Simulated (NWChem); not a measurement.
Species: SiH$_{3}$Cl; SMILES Cl[SiH3]

Computed with NWChem. The geometry was optimised at PBE0/def2-SVP.

### Question
Predict the results for LDA (Slater exchange, VWN5)/def2-SVP. Quantities: highest occupied level (eV); orbital gap (eV); dipole (D).

### Answer
```
Item                         Result
---------------------------  ------
highest occupied level (eV)   -7.47
orbital gap (eV)               6.57
dipole (D)                     1.24
```
